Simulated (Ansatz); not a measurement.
Several settings on one geometry of Si2O2⁻ (that of the charge -1 doublet, PBE0-D4/def2-TZVPD). Ansatz on 4 threads of Arm Neoverse V1 on a shared host; times are rough.

```
atom   x (Å)   y (Å)   z (Å)
 Si1   0.351  -0.416  -1.124
 Si2  -0.352   0.416   1.124
  O3  -0.141   1.074  -0.442
  O4   0.141  -1.074   0.442
```

Totals from different functionals, basis sets or treatments of relativity can't be compared as stabilities.

DK, ANO-RCC and x2c sets are all-electron and run with scalar relativity unless a key says otherwise. The 6-31G sets use Cartesian d functions.

The spins typed aren't always the lowest for that charge.

Q: Give the basis size and estimate the energy, ⟨S²⟩, dipole and time of these runs.

```tsv
run	method	charge	state	further keys
1	RKS B97M-V/ANO-RCC-VTZP	0	singlet	nuclear_model: gaussian; scf: {omitted_lower_state_checks: [starts]}; forces asked
2	RKS r2SCANh-D3(BJ)/def2-TZVP	0	singlet	forces asked
3	UKS BLYP-D4/6-31G*	-1	doublet	fitting: {mean_field: cc-pVTZ-jkfit}; point_charges: [{charge: -1.00, position_ang: [5.241, 0.275, 0.821]}]; forces asked
```

A: 
| run | functions | energy (Eh) | ⟨S²⟩ | dipole (D) | wall time |
| --- | --- | --- | --- | --- | --- |
| 1 | 128 | -730.7418 | – | 0.00 | 5.5 s |
| 2 | 136 | -729.4732 | – | 0.00 | 2.1 s |
| 3 | 68 | -729.4072 | 0.75 | – | 0.85 s |

The highest occupied level of an anion often lies above zero with these methods, and sets without diffuse functions describe the outer electron poorly.
